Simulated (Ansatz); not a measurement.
Program: Ansatz. Geometries: PBE0-D4/def2-TZVP. ΔE: electronic, gas phase. CCSD(T)/CBS is the MP2 limit (def2-TZVPP, def2-QZVPP) plus CCSD(T) − MP2 in def2-TZVPP, frozen cores. DFT in def2-TZVPP. B3LYP here is the variant with VWN-RPA as its local correlation; programs differ in this. Each species was taken in one conformer, which may not be the lowest.

Reaction (redistribution): `[NH2][AlH][Cl]` + `CS[SiH2]O[SiH3]` → `C[S][AlH][Cl]` + `N[SiH2]O[SiH3]`

```
             level  ΔE (kJ/mol)  difference from CCSD(T)/CBS
            PBE-D4         -4.8                          2.6
         r2SCAN-D4         -6.6                          0.8
           PBE0-D4         -7.5                         -0.1
          B3LYP-D4         -5.3                          2.1
           ωB97X-V         -6.7                          0.7
           ωB97M-V         -7.4                          0.0
            B2PLYP        -10.0                         -2.6
               PBE         -9.2                         -1.8
            r2SCAN         -7.8                         -0.4
              PBE0        -11.4                         -4.0
             B3LYP        -12.1                         -4.7
     HF/def2-TZVPP        -18.2                        -10.8
    MP2/def2-TZVPP         -6.7                          0.7
SCS-MP2/def2-TZVPP         -7.9                         -0.5
   CCSD/def2-TZVPP         -9.3                         -1.9
CCSD(T)/def2-TZVPP         -8.0                         -0.6
     HF/def2-QZVPP        -18.0                        -10.6
    MP2/def2-QZVPP         -6.3                          1.1
SCS-MP2/def2-QZVPP         -7.8                         -0.4
      HF/CBS(def2)        -18.0                        -10.6
     MP2/CBS(def2)         -6.1                          1.3
    CCSD/CBS(def2)         -8.7                         -1.3
       CCSD(T)/CBS         -7.4                            0
```

Largest T1 diagnostic among the species: 0.011.

The D4 term adds +6.9 kJ/mol with B3LYP and +4.0 kJ/mol with PBE0; it sums over pairs of atoms, weighted by their polarisabilities, and B3LYP, whose exchange is more repulsive, gets the larger term. In def2-TZVPP, CCSD(T) changes the Hartree–Fock value by +10.2 kJ/mol (the triples alone add +1.3 kJ/mol) and MP2 by +11.5 kJ/mol.
